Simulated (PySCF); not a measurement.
**Atomic charges by several schemes**

Species: C4H9OPS.
Structure used (PBE0-D3(BJ)/def2-SVP), in Å, numbered top down from 1:
```
atom  x, y, z in Å
C1     2.3724   -0.3723    0.0241
C2     1.0236   -0.3071   -0.6093
O3     0.7960   -0.4166   -1.7866
P4    -0.4578   -0.0089    0.5518
C5    -1.7033   -1.1223   -0.1660
C6    -0.9716    1.6568    0.0179
S7    -0.0882   -0.2118    2.4544
H8     2.5590    0.5516    0.5947
H9     2.3796   -1.1796    0.7735
H10    3.1455   -0.5267   -0.7393
H11   -2.6980   -0.8316    0.1998
H12   -1.6597   -1.0631   -1.2631
H13   -1.4868   -2.1457    0.1697
H14   -1.0816    1.6929   -1.0759
H15   -0.2152    2.3817    0.3492
H16   -1.9256    1.9001    0.5076
```

Density: PBE0/pcSseg-1 (PySCF); schemes: Mulliken, IAO, Hirshfeld and ESP-fitted. Isolated species at its PBE0-D3(BJ)/def2-SVP geometry (one conformer only).

Problem. Atoms with like bonding are taken together and averaged. Do the Mulliken, IAO, Hirshfeld and ESP-fitted schemes agree on where the charge is highest?

Solution. The schemes don't all agree: Mulliken P4 (+0.290); IAO P4 (+1.021); Hirshfeld P4 (+0.335); ESP-fitted C2 (+0.680).

Problem. At which atom do the 4 schemes differ most?

Solution. At P4: from +0.290 (Mulliken) to +1.021 e (IAO), 0.731 e apart.

Problem. For which atoms does the sign change between the 4 schemes (beyond +0.03 e in one, beyond −0.03 e in another)?

Solution. For none.

Problem. What partial charge does each atom carry?

Solution. In e; atoms taken as equivalent share a row and are averaged (×n: the atom named and its like, n in all):

```csv
atom,environment,Mulliken,IAO,Hirshfeld,ESP-fitted
C1,methyl carbon next to a carbonyl,-0.247,-0.468,-0.122,-0.478
C2,carbonyl carbon,+0.032,+0.200,+0.139,+0.680
O3,carbonyl oxygen,-0.331,-0.382,-0.205,-0.480
P4,phosphorus bonded to 3 C and S,+0.290,+1.021,+0.335,+0.296
C5/C6,sp3 carbon bound to phosphorus,-0.417,-0.647,-0.156,-0.683
S7,sulfur bonded to P,-0.376,-0.629,-0.337,-0.400
H8/H9/H10,methyl hydrogen,+0.159,+0.176,+0.057,+0.136
H11 (×6),methyl hydrogen,+0.165,+0.171,+0.055,+0.224
```

Mean size of the charges over all atoms: IAO 0.347 e, ESP-fitted 0.341 e, Mulliken 0.224 e, Hirshfeld 0.122 e. Each set sums to the total charge, 0, to within 0.001 e. The IAO scheme counts the electrons in orthogonalised intrinsic atomic orbitals, a minimal basis polarised so that it spans the occupied orbitals exactly. The Hirshfeld scheme divides the density at each point in proportion to the densities of the neutral, spherically averaged free atoms.

Some averages cover members that differ in this geometry: H11 (×6), ESP-fitted +0.196 to +0.252; C5/C6, ESP-fitted -0.703 to -0.664 e.

Problem. How many electrons does the Hirshfeld scheme count on C1?

Solution. Z − q = 6 − (-0.122) = 6.122.

Problem. Sum the charges by element, for elements with more than one atom.

Solution. 
| element | atoms | Mulliken | IAO | Hirshfeld | ESP-fitted |
| --- | --- | --- | --- | --- | --- |
| C | 4 | -1.050 | -1.563 | -0.294 | -1.165 |
| H | 9 | +1.468 | +1.552 | +0.501 | +1.749 |

Problem. How closely do the schemes follow one another over all atoms?

Solution. Correlation coefficient and root-mean-square difference: IAO with Hirshfeld 0.95, 0.287 e; Mulliken with IAO 0.92, 0.222 e; Mulliken with ESP-fitted 0.89, 0.204 e; Mulliken with Hirshfeld 0.88, 0.134 e; IAO with ESP-fitted 0.85, 0.230 e; Hirshfeld with ESP-fitted 0.82, 0.280 e.

These values come from a run that also computed NMR shieldings. Hardware: one thread, Arm Neoverse N1 (aarch64), no GPU, shared host. Cost: 58 s (grids of density and orbitals included), 0.86 GiB resident at most.
